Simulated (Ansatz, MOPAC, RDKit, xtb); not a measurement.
Complex: C2H2 (SMILES C#C) (first 4 atoms) with H2S (SMILES S); geometry from B3LYP-D3(BJ)/def2-TZVP, rigid monomers moved along the line of their centres of mass till C2···H7 is 3.69 Å.
(charge 0, multiplicity 1):
```json
[
 {"atom": "C", "x (Å)": "-0.5123", "y (Å)": "0.7521", "z (Å)": "0.1693"},
 {"atom": "C", "x (Å)": "-0.5379", "y (Å)": "-0.4381", "z (Å)": "0.0418"},
 {"atom": "H", "x (Å)": "-0.4887", "y (Å)": "1.8089", "z (Å)": "0.2820"},
 {"atom": "H", "x (Å)": "-0.5590", "y (Å)": "-1.4951", "z (Å)": "-0.0700"},
 {"atom": "S", "x (Å)": "1.3815", "y (Å)": "-0.4869", "z (Å)": "4.6724"},
 {"atom": "H", "x (Å)": "0.1278", "y (Å)": "-0.5023", "z (Å)": "5.1523"},
 {"atom": "H", "x (Å)": "0.9594", "y (Å)": "-0.2894", "z (Å)": "3.4114"}
]
```

Counterpoise-corrected where a basis set is named; no monomer relaxation.

Cores are frozen in the correlated methods. CBS: X⁻³ extrapolation of the correlation energy, Hartree–Fock from the larger set. The state that AM1 reach isn't checked.

Run with Ansatz (an electronic-structure program) with Gaussian orbitals; MOPAC for AM1 (differences of heats of formation); RDKit for the force fields; xtb for the GFN methods. Each number belongs to the level named beside it.

The comparison value is -33.5 meV (CCSD(T)/CBS(aug-cc-pV(D+d)Z, aug-cc-pV(T+d)Z)). It is a level with limits of its own, not the exact answer.

Q: Order these levels by how close they come to the comparison value for the interaction energy, closest first: AM1, MMFF94, GFN2-xTB. Give each level's value less the comparison value.

A: GFN2-xTB (4.3 meV), MMFF94 (12.9 meV), AM1 (25.1 meV)
